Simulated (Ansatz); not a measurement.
`BCC=N` + `C#CS` → `BSC#C` + `CC=N`  (ligand exchange at a B–C bond)

Isolated molecules relaxed with PBE0-D4/def2-TZVP in Ansatz; ΔE leaves out vibrations. CCSD(T)/CBS is the MP2 limit (def2-TZVPP, def2-QZVPP) plus CCSD(T) − MP2 in def2-TZVPP, frozen cores. This one scheme is used for every species. DFT in def2-TZVPP. Each species was taken in one conformer, which may not be the lowest.

CCSD(T)/CBS gives -0.61 eV.

(1) Another level gave -0.77 eV. Which?
A. SCS-MP2/def2-TZVPP
B. BLYP/def2-TZVPP
C. revPBE/def2-TZVPP
D. CAM-B3LYP-D4/def2-TZVPP

(2) What do rigid-rotor, harmonic-oscillator terms from PBE0-D4/def2-TZVP frequencies (298.15 K, 1 bar) make of the CCSD(T)/CBS value? (Best estimate.)

Largest T1 diagnostic among the species: 0.014.

Results:

(1) C. revPBE -0.77, CAM-B3LYP-D4 -0.45, BLYP -0.50, SCS-MP2/def2-TZVPP -0.62 eV.

(2) Ansatz gave: ΔZPE = +0.12 eV, ΔH = -0.52 eV, ΔS = -13 J/(mol·K), ΔG = -0.48 eV.

In def2-TZVPP, CCSD(T) changes the Hartree–Fock value by −0.68 eV (the triples alone add −0.14 eV) and MP2 by −0.87 eV. From BLYP to BHLYP (50 % exact exchange), in def2-TZVPP and without D4, ΔE moves by +0.16 eV. Leaving LDA and LC-ωPBE aside and taking each functional with its dispersion term where it has one, the values, not all of them listed here, spread over 0.49 eV, from PBE-D4 to BHLYP-D4. LDA lies −0.18 eV from PBE without D4.
